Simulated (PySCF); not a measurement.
Species: C₄H₃BrO.
Bonds: Br1–C2, C2–C3 (aromatic), C3–C4 (aromatic), C4–C5 (aromatic), C5–O6 (aromatic), C2–O6 (aromatic). Hydrogens: H7 on C3; H8 on C4; H9 on C5.

Computed, not measured: PySCF 2.14.0, CAM-B3LYP/6-31G* geometry optimisation, gas phase.

Problem. Give the optimised bond lengths and angles.

Solution. 
```csv
bond,length (bohr)
Br1–C2,3.522
C2–C3,2.559
C3–C4,2.707
C4–C5,2.558
C5–O6,2.573
C2–O6,2.548
C3–H7,2.039
C4–H8,2.041
C5–H9,2.038
```

A selection of angles:
```csv
angle,degrees
Br1–C2–C3,131.8
Br1–C2–O6,116.7
C3–C2–O6,111.6
C2–C3–C4,105.3
C2–C3–H7,126.6
C4–C3–H7,128.1
C3–C4–C5,106.3
C3–C4–H8,127.0
C5–C4–H8,126.6
C4–C5–O6,110.5
C4–C5–H9,134.0
O6–C5–H9,115.5
C2–O6–C5,106.4
```

The 6 heavy atoms lie in one plane (0.000 Å rms). The C–C distances run from 1.354 Å (C4–C5, aromatic) to 1.432 Å (C3–C4, aromatic), a spread of 0.078 Å. The 5-membered ring C2–C3–C4–C5–O6 has internal angles of 105.3° to 111.6° (sum 540°, against 540° for a flat polygon); it is planar, 0.00 Å rms from its mean plane, widest ring torsion 0°.

Point group: Cs (every atom within 0.08 Å of its image). No CAM-B3LYP/6-31G* frequencies stand behind this structure, so it isn't proved a minimum.
